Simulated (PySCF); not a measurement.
A thermochemical cycle for KCd

r²SCAN in PySCF with def2-SVP on every atom (core potentials on Cd), for the lowest determinant that a PBE0 search found; no spin–orbit coupling. KCd, a doublet (σ ↑), has De = 0.13 eV to neutral atoms, and KCd⁺, a singlet (closed shell), has De = 0.22 eV to K⁺ + Cd.

At the same level the K atom ionises at 4.22 eV.

Task: What is the adiabatic ionisation energy of the molecule, and does ionisation strengthen or weaken the bond?

Result: IE = IE(K) + De(neutral) − De(ion) = 4.22 + 0.13 − 0.22 = 4.13 eV. De changes by +0.09 eV, so ionisation strengthens the bond.

Closed-shell solutions of metal pairs were not tested for spin polarisation, which can lower them a little. Weak bonds: KCd, KCd⁺. Basis-set superposition, not corrected here, can be much of De in a small basis, most of all at correlated wavefunction levels. For an ion De counts to the pair picked by the measured ionisation energies or electron affinities, which need not be the lowest pair at this level. States were picked by a PBE0 search and need not be the measured ground states.
